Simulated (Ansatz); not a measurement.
Molecule: N-bis(ethenyl)boranyl-N-methylmethanamine, C6H12BN, charge 0, multiplicity 1. 
Geometry from a B3LYP-D3(BJ)/def2-TZVP (Ansatz, a first-principles code) optimisation:
```
B
N 1 1.4070
C 2 1.4541 1 124.29
H 3 1.0846 2 111.27 1 4.01
H 3 1.0952 4 108.01 2 -121.07
H 3 1.0955 4 108.83 5 -116.42
C 2 1.4548 1 124.53 3 -179.95
H 7 1.0845 2 110.59 1 6.20
H 7 1.0953 8 108.90 2 -120.99
H 7 1.0956 8 108.78 9 -116.81
C 1 1.5669 2 121.11 3 6.03
C 11 1.3352 1 123.31 2 -163.53
H 12 1.0846 11 121.49 1 0.72
H 12 1.0848 13 116.09 11 -179.35
H 11 1.0878 12 116.05 13 -179.78
C 1 1.5718 2 121.52 3 -174.36
C 16 1.3327 1 126.02 2 57.28
H 17 1.0849 16 122.46 1 174.74
H 17 1.0855 18 115.78 16 178.97
H 16 1.0894 17 116.57 18 0.92
```
Charge 0, spin multiplicity 1.

Basis-set convergence of Hartree-Fock and CCSD(T) correlation energies (hartree) with Ansatz. Cores are frozen in the correlated levels unless marked. No spin-orbit coupling. No relativistic terms.

| basis | functions | E(HF) | E(corr, CCSD(T)) |
|---|---|---|---|
| cc-pVDZ | 172 | -313.34571 | -1.20146 |
| cc-pVTZ | 408 | (withheld) | (withheld) |

Fill in the missing entries.


- cc-pVTZ, E(HF): -313.43174
- cc-pVTZ, E(corr, CCSD(T)): -1.44007
